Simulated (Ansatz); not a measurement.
Job for Ansatz (an electronic-structure program): U-r2SCAN/aug-cc-pVTZ on C2H6Be (SMILES [BeH][CH2]C), a point of a bond scan (R = 2.664 Å).

Ansatz 0.2 input:
```yaml
crystal:
  periodic: [false, false, false]
  atoms:
    - {symbol: Be, position_ang: [-1.44516997, -0.33871489, 0.77011572]}
    - {symbol: H, position_ang: [-3.93347671, -0.05281007, 1.67859216]}
    - {symbol: C, position_ang: [0.12565595, -0.52296854, 0.19841947]}
    - {symbol: C, position_ang: [0.70149886, 0.65782353, -0.61085270]}
    - {symbol: H, position_ang: [0.16969963, -1.43496437, -0.41255321]}
    - {symbol: H, position_ang: [0.78521691, -0.73143034, 1.05193390]}
    - {symbol: H, position_ang: [0.72544400, 1.57703414, -0.02083937]}
    - {symbol: H, position_ang: [0.10330796, 0.86593489, -1.50107434]}
    - {symbol: H, position_ang: [1.72340588, 0.46491778, -0.94768440]}
basis:
  gaussian:
    orbitals: aug-cc-pVTZ
hamiltonian:
  xc: {name: r2SCAN}
magnetization: {spin_polarized: true, initial_magnetization: 0}
```

The log:

```
WARN ansatz: RAYON_NUM_THREADS=1 ignored (pool sized by the plan → 1); use --threads N
Functional definition: r2SCAN
integrals: 0.14 GiB planned
964 factors; their error is unknown
mean field: 1.85 GiB planned
mean field evaluation 1: about -2555.3814 eV, gradient 5.1e1 eV
mean field evaluation 2: about -2524.4749 eV, gradient 8.5e1 eV
mean field evaluation 4: about -2568.5751 eV, gradient 3.0e0 eV
mean field evaluation 8: about -2568.6257 eV, gradient 6.3e-2 eV
mean field evaluation 16: about -2568.5771 eV, gradient 3.6e-4 eV
mean field evaluation 32: about -2568.6952 eV, gradient 1.3e-5 eV
mean field -2568.69520089 eV, -94.3978075085 hartree, gradient 1.3e-5 eV, S^2 0.444758; 2 other end points of the search recorded, 0 dependent functions left out
reference -2568.69523308 eV, -94.3978086916 hartree; 11, 11 occupied and 265, 265 virtual orbitals, 964 factors
Total energy: -2568.69523308 eV, -94.3978086916 hartree
```

The run converged. Its determinant has ⟨S²⟩ = 0.44, a mixture of spin states.

Cost: very roughly 30 core-seconds.
